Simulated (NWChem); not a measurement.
# C$_{3}$HCl$_{2}$F; SMILES FC=C=C(Cl)Cl

### Question
Give the equilibrium geometry at PBE0/def2-SVP (NWChem) as a list of bonds and angles, with the point group.

### Answer
point group Cs; any orientation.
Bonded distances (Å): F1–C2 1.327, C2–C3 1.309, C2–H7 1.096, C3–C4 1.307, C4–Cl5 1.727, C4–Cl6 1.727. Bond angles (°): F1–C2–C3 123.6, F1–C2–H7 112.8, C3–C2–H7 123.6, C2–C3–C4 177.1, C3–C4–Cl5 122.8, C3–C4–Cl6 122.8, Cl5–C4–Cl6 114.4.
